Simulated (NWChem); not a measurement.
Molecule: TiH₃I; SMILES [TiH3][I]

```xyz
5

Ti     0.0000     0.0000    -1.7099
I      0.0000     0.0000     0.8223
H      0.2840     1.5612    -2.2571
H      1.2100    -1.0265    -2.2571
H     -1.4940    -0.5346    -2.2571
```
Atoms are numbered in this order, from 1.

Coordinates come from a PBE0/def2-SVP optimisation. Not confirmed as a minimum by frequencies. def2 effective core potentials on I; no spin-orbit coupling.

Problem. List the 4 lowest vertical singlet excitations from PBE0/def2-SVPD with def2 effective core potentials on I, TDA (NWChem).

Solution. 
```csv
state,energy (eV),oscillator strength,leading excitation (squared amplitude)
S1,3.24,0.000,HOMO−2 → LUMO (0.41)
S2,3.38,0.000,HOMO−3 → LUMO+1 (0.28)
S3,3.38,0.000,HOMO−2 → LUMO+1 (0.28)
S4,3.69,0.000,HOMO → LUMO (0.49)
```
